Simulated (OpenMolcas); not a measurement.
Pm2+ among 6 point charges of -1 e arranged as an octahedron (Oh).

| Property | Result |
| --- | --- |
| Program | OpenMolcas 26.06 |
| Method | CASSCF |
| Basis | ANO-RCC-VDZP [7s6p4d2f1g] |
| Scalar Hamiltonian | DKH2, point nucleus |
| Active space | 5 electrons in 7 orbitals (4f) |
| State averaging | 2S+1 = 6 odd, 21 roots; 2S+1 = 4 odd, 128 roots kept (CI in the orbitals of an earlier block, 108 in the spin-orbit step); 2S+1 = 2 odd, 148 roots kept (CI in the orbitals of an earlier block, 41 in the spin-orbit step) |
| Spin-orbit coupling | RASSI with atomic mean-field integrals over the reference wave functions |

All point charges move together. At R = 2.3 Å the width of the lowest J multiplet is 149 cm-1, and at R = 2.76 Å it is 66 cm-1.

Problem. A third run gives 114 cm-1. What distance was it run at?

Solution. With a power law R^-n the two known points give n = -ln(66 / 149) / ln(2.76 / 2.3) = 4.47. Then R = 2.3 × (149 / 114)^(1/4.47) = 2.442 Å. The run was at 2.45 Å, so the estimate is off by -0.008 Å.

High states are left out of the spin-orbit mixing, which shifts the levels that they would mix with. This is an electrostatic model: the charges have no orbitals. A group larger than the point group allows holds several states that coincide in this model. No measured value stands beside these numbers.
